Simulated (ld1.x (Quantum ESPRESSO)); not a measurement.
**Transferability test, TM semilocal potential for Nd (Z = 60)**

| Quantity | Value |
| --- | --- |
| Element | Nd |
| Generator | ld1.x (Quantum ESPRESSO) 7.5 |
| Type | norm-conserving Troullier–Martins (semilocal form) |
| Functional | PBE |
| Relativity | scalar-relativistic |
| Frozen core | [Kr] 4d10 5s2 |
| Valence charge | 12 |
| Reference configuration | 4f4 5p6 5d0 6s2 6p0 |
| Partial waves | 6s (bound): rc 3.90 bohr; 5p (bound): rc 1.55 bohr; 4f (bound): rc 1.00 bohr; 5d (bound, empty): rc 3.30 bohr |
| Local potential | the d channel |
| Core correction | a·sin(br)/r model core inside 0.55 bohr |

Energies are relative to the spin-unpolarised reference configuration 4f4 5p6 5d0 6s2 6p0; without spin polarisation the order of configurations can differ from experiment. Not all tests gave a result: 2 of 7 tests not solved or not reliable. Left out of the table: 4f4 5p6 5d0 6s1 6p1 (solver errors, printed error -7.2 eV); 4f4 5p6 5d0 6s0 6p1 (solver errors, printed error -6.1 eV).

```
valence configuration  charge  ΔE all-electron (eV)  error AE − PS (meV)
  4f4 5p6 5d0 6s1 6p0      +1                 5.798                 -2.3
  4f3 5p6 5d0 6s0 6p0      +3                39.034                  -56
  4f4 5p6 5d1 6s1 6p0       0                 1.707                  -11
```

Question: What are ΔE and the potential's error for 4f2 5p6 5d0 6s0 6p0?

Answer: ΔE = 79.150 eV all-electron; the error (AE − PS) is -1264 meV.

Question: What are ΔE and the potential's error for 4f4 5p6 5d0 6s0 6p0?

Answer: ΔE = 16.585 eV all-electron; the error (AE − PS) is -21 meV.
